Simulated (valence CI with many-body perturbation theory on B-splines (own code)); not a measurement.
**Te²¹⁺: calculated level list**

Computed by configuration interaction combined with many-body perturbation theory (CI+MBPT): three valence electrons over a frozen Dirac-Fock core [Ar] 3d10, radial functions for each j: 11 s, 11 p, 9 d, 7 f, 5 g, 2 h, 1 i, with the one-electron correlation potential Σ1, the two-electron term Σ2, the three-electron term Σ3, Breit, model QED; selected CI, second order for the rest (own B-spline code, finite nucleus).

No measured spectrum was set against this ion. As an estimate, levels hold to about 250 cm⁻¹ or 0.2 % of their energy and the worst to 1 %, as in measured heavy ions of charge 2 to 7; those with d or f electrons hold less well.

Levels 1 to 45 of 66, with energies above the lowest level, 4s²4p ²P°_1/2. "Leading %" is the weight of the configuration and term that name the level; weights of strongly mixed levels are sums over their largest components and can fall short. In the jj column 3d3/2^4 stands for four electrons in 3d with j = 3/2.

```csv
No.,Configuration,Term,J,E (eV),Leading %,Leading jj,g
1,4s²4p,²P°,1/2,0.00,99,4s^2 4p1/2 (99 %),0.664
2,4s²4p,²P°,3/2,13.86,98,4s^2 4p3/2 (98 %),1.332
3,4s4p²,⁴P,1/2,45.08,82,4s 4p1/2^2 (82 %),2.505
4,4s4p²,⁴P,3/2,53.90,96,4s 4p1/2 4p3/2 (97 %),1.705
5,4s4p²,⁴P,5/2,57.76,66,4s 4p1/2 4p3/2 (88 %),1.462
6,4s4p²,²D,3/2,64.52,81,4s 4p1/2 4p3/2 (86 %),0.881
7,4s4p²,²P,1/2,68.55,69,4s 4p1/2 4p3/2 (77 %),1.154
8,4s4p²,²D,5/2,71.31,61,4s 4p3/2^2 (86 %),1.336
9,4s4p²,²S,1/2,82.39,67,4s 4p3/2^2 (90 %),1.674
10,4s4p²,²P,3/2,83.38,84,4s 4p3/2^2 (83 %),1.274
11,4s²4d,²D,3/2,98.56,91,4s^2 4d3/2 (91 %),0.802
12,4s²4d,²D,5/2,101.01,93,4s^2 4d5/2 (93 %),1.200
13,4p³,²P°,3/2,113.06,36,4p1/2^2 4p3/2 (91 %),1.361
14,4p³,⁴S°,3/2,123.20,53,4p1/2 4p3/2^2 (91 %),1.444
15,4p³,²D°,5/2,123.89,84,4p1/2 4p3/2^2 (84 %),1.196
16,4p³,²P°,1/2,130.75,92,4p1/2 4p3/2^2 (92 %),0.664
17,4s4p4d,⁴F°,3/2,133.53,89,4s 4p1/2 4d3/2 (92 %),0.456
18,4s4p4d,⁴F°,5/2,136.06,84,4s 4p1/2 4d3/2 (61 %),1.049
19,4p³,²P°,3/2,140.35,49,4p3/2^3 (76 %),1.311
20,4s4p4d,⁴F°,7/2,140.38,80,4s 4p1/2 4d5/2 (73 %),1.254
21,4s4p4d,⁴P°,5/2,141.63,54,4s 4p1/2 4d5/2 (90 %),1.450
22,4s4p4d,⁴D°,3/2,142.63,50,4s 4p1/2 4d3/2 (53 %),1.354
23,4s4p4d,⁴D°,1/2,142.89,79,4s 4p1/2 4d3/2 (85 %),0.332
24,4s4p4d,²F°,5/2,148.21,69,4s 4p1/2 4d5/2 (57 %),0.972
25,4s4p4d,⁴F°,9/2,148.95,100,4s 4p3/2 4d5/2 (100 %),1.333
26,4s4p4d,²D°,3/2,149.79,59,4s 4p1/2 4d5/2 (33 %),0.897
27,4s4p4d,⁴P°,1/2,152.31,88,4s 4p3/2 4d3/2 (97 %),2.367
28,4s4p4d,⁴D°,5/2,152.52,62,4s 4p3/2 4d3/2 (85 %),1.309
29,4s4p4d,⁴D°,7/2,152.74,77,4s 4p3/2 4d5/2 (51 %),1.380
30,4s4p4d,⁴P°,3/2,152.79,59,4s 4p3/2 4d3/2 (82 %),1.511
31,4s4p4d,²D°,5/2,155.99,50,4s 4p3/2 4d5/2 (92 %),1.275
32,4s4p4d,²D°,3/2,159.68,47,4s 4p3/2 4d5/2 (36 %),1.077
33,4s4p4d,²F°,7/2,161.34,98,4s 4p3/2 4d5/2 (73 %),1.143
34,4s4p4d,²F°,5/2,163.95,78,4s 4p3/2 4d3/2 (75 %),0.889
35,4s4p4d,²F°,7/2,163.96,78,4s 4p3/2 4d5/2 (60 %),1.172
36,4s4p4d,²P°,1/2,166.21,87,4s 4p3/2 4d5/2 (44 %),0.630
37,4s4p4d,²P°,1/2,167.79,92,4s 4p3/2 4d3/2 (47 %),0.665
38,4s4p4d,²P°,3/2,169.83,46,4s 4p3/2 4d3/2 (49 %),1.083
39,4s4p4d,²P°,3/2,169.88,75,4s 4p3/2 4d5/2 (81 %),1.229
40,4s4p4d,²D°,5/2,170.73,80,4s 4p3/2 4d5/2 (79 %),1.163
41,4s²4f,²F°,5/2,189.34,87,4s^2 4f5/2 (87 %),0.856
42,4s²4f,²F°,7/2,189.43,88,4s^2 4f7/2 (88 %),1.143
43,4p²4d,⁴F,3/2,189.99,54,4p1/2^2 4d3/2 (90 %),0.684
44,4p²4d,⁴F,5/2,194.09,36,4p1/2^2 4d5/2 (77 %),1.150
45,4p²4d,²F,5/2,198.72,59,4p1/2 4p3/2 4d3/2 (88 %),0.922
```

Names give the largest LS component (configuration and term), which can be under half, so a name can repeat, a term be missing and a line seem to break the LS rules; names also repeat where a configuration has a term twice.

Where two levels of one J and parity lie close, their mixing, g and order are uncertain.

The ionisation energy to 4s² ¹S0 of the next ion comes out as 634.28 eV (NIST: 633 ± 4 eV (theoretical)). All 66 levels together are meant to be complete up to 225.17 eV.
